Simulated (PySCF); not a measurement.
PySCF input (BP86/6-31G* (5d)):

```python
from pyscf import gto, dft

mol = gto.M(
    atom='''
    N    -1.66030000   -0.02978800    0.04437000
    Si    0.18892700    0.00339000   -0.00504900
    F     0.55801700   -1.21353300   -0.88981000
    F     0.60204700   -0.13546900    1.48155100
    F     0.51826900    1.37911300   -0.63659300
    H    -2.04200600    0.74320600    0.60118600
    H    -2.06945800    0.04656500   -0.89372600
    H    -2.01640200   -0.89971100    0.45630100
    ''',
    basis='6-31g*',
    charge=1,
    spin=0,
    verbose=4,
)

mf = dft.RKS(mol, xc='bp86')
mf.grids.level = 3
mf.conv_tol = 1e-9
mf.max_cycle = 100
mf.max_memory = 1500
mf.kernel()
if not mf.converged:
    mf = mf.newton()
    mf.kernel(mf.make_rdm1())
mf.dip_moment()
```

From the output:

```
SCF conv_tol = 1e-09
SCF conv_tol_grad = None
SCF max_cycles = 100
direct_scf = True
direct_scf_tol = 1e-13
XC library pyscf.dft.libxc version 7.1.2
    S. Lehtola, C. Steigemann, M. J. T. Oliveira, and M. A. L. Marques,  SoftwareX 7, 1–5 (2018)
XC functionals = bp86
    A. D. Becke,  Phys. Rev. A 38, 3098 (1988)
    J. P. Perdew,  Phys. Rev. B 33, 8822 (1986)
    J. P. Perdew,  Phys. Rev. B 34, 7406–7406 (1986)
radial grids:
    Treutler-Ahlrichs [JCP 102, 346 (1995); DOI:10.1063/1.469408] (M4) radial grids

becke partition: Becke, JCP 88, 2547 (1988); DOI:10.1063/1.454033
pruning grids: <function nwchem_prune>
grids dens level: 3
symmetrized grids: False
atomic radii adjust function: <function treutler_atomic_radii_adjust>
small_rho_cutoff = 0
Set gradient conv threshold to 3.16228e-05
Initial guess from minao.
tot grids = 105296
init E= -646.287704125519
  HOMO = -0.435761566300723  LUMO = -0.0555067332650654  gap/eV = 10.34726
cycle= 1 E= -645.338711389236  delta_E= 0.949  |g|= 0.959  |ddm|= 2.61
  HOMO = -0.444543200386202  LUMO = -0.23458398343055  gap/eV = 5.71328
cycle= 2 E= -644.898228213731  delta_E= 0.44  |g|= 1.93  |ddm|= 1.91
  HOMO = -0.573098638265492  LUMO = -0.230907833618809  gap/eV = 9.31149
cycle= 3 E= -645.496602817961  delta_E= -0.598  |g|= 0.0955  |ddm|= 1.27
  HOMO = -0.571644923051657  LUMO = -0.235016960238246  gap/eV = 9.16011
cycle= 4 E= -645.497666677437  delta_E= -0.00106  |g|= 0.0634  |ddm|= 0.0964
  HOMO = -0.571482873167336  LUMO = -0.231731746565543  gap/eV = 9.24510
cycle= 5 E= -645.498496503077  delta_E= -0.00083  |g|= 0.00409  |ddm|= 0.0395
  HOMO = -0.571124183288318  LUMO = -0.231642209297569  gap/eV = 9.23778
cycle= 6 E= -645.498500208663  delta_E= -3.71e-06  |g|= 0.000916  |ddm|= 0.00367
  HOMO = -0.571248767718642  LUMO = -0.231688925928007  gap/eV = 9.23989
cycle= 7 E= -645.498500346058  delta_E= -1.37e-07  |g|= 0.000192  |ddm|= 0.00066
  HOMO = -0.57124555849692  LUMO = -0.23167280738937  gap/eV = 9.24025
cycle= 8 E= -645.498500353576  delta_E= -7.52e-09  |g|= 1.64e-05  |ddm|= 0.000177
  HOMO = -0.571248344881979  LUMO = -0.231673042153058  gap/eV = 9.24031
cycle= 9 E= -645.498500353619  delta_E= -4.37e-11  |g|= 5.06e-06  |ddm|= 1.48e-05
  HOMO = -0.571248154750536  LUMO = -0.231673028779229  gap/eV = 9.24031
Extra cycle  E= -645.498500353607  delta_E= 1.23e-11  |g|= 1e-05  |ddm|= 8.94e-06
converged SCF energy = -645.498500353607

WARN: System has nonzero charge 1; the dipole moment is origin-dependent.
Location of origin: [0. 0. 0.]

Dipole moment(X, Y, Z, Debye): -6.83567, -0.12262,  0.18267
```

The dipole moment of an ion depends on the origin.

The geometry given is a B3LYP-D3(BJ)/def2-TZVP minimum.
